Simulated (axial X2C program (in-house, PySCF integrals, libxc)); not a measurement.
NaTl: cheaper levels and CCSD(T), two-component

Computed with an axial X2C code built on PySCF integrals. Two-component (2c) means X2C with spin–orbit coupling and atomic mean-field two-electron Coulomb and Gaunt terms. Basis: Tl dyall-cv3z [12s14p10d7f1g], Na dyall-cv3z [9s8p5d2f] (cores contracted in-house); Gaussian nuclei, density fitting, unrestricted open shells. Masses: Tl 204.974 u, Na 22.990 u.

State: Ω = 0 (closed shell); fragments Tl + Na.

```tsv
level	Re (Å)	ωe (cm⁻¹)	De (eV)
PBE0	3.157	133.9	0.523
HF	3.183	136.4	-0.336
MP2	3.150	136.8	0.343
CCSD	3.194	129.7	0.424
r2SCAN	3.190	131.6	0.584
```

Correlated methods: 14 electrons correlated (number of frozen shells: Tl 5 s, 4 p, 2 d, 1 f; Na 2 s, 1 p), 296 virtual spin orbitals or spinors in MP2, 90 natural virtuals in coupled cluster.

CCSD(T), same Hamiltonian and basis:

Re = 3.208 Å, ωe = 124.7 cm⁻¹, De = 0.49 eV; T1 = 0.015 (Lee–Taylor normalisation).

Q: Give the differences from CCSD(T) in the columns below.

A: 

```csv
level,ΔRe (Å),Δωe (cm⁻¹),ΔDe (eV)
PBE0,-0.051,9.2,0.03
HF,-0.025,11.7,-0.83
MP2,-0.058,12.1,-0.15
CCSD,-0.014,5.0,-0.07
r2SCAN,-0.018,6.9,0.09
```

One determinant describes the state; a PBE0 search over occupations chose it and may have missed a lower one. The closed shell is kept restricted, so the energy runs too high when the bond is stretched far. Dissociation energies refer to the lowest single-determinant-based atoms at the same level and basis. CCSD and (T) use frozen natural virtuals with an MP2 correction for the truncation; (T) itself is uncorrected, so its De runs slightly low. Other states lie close and PBE0, whose exact exchange favours high spin, may order them wrongly; the determinant shown need not be the ground state. The nearest other 2c determinant of the search, Ω = 1, lies 0.41 eV up at the distance of the search. Without a current term, density functionals place determinants with orbital angular momentum somewhat too high. With the outer-core shells frozen, correlated bond lengths of heavy atoms tend to come out a few hundredths of an ångström too long.
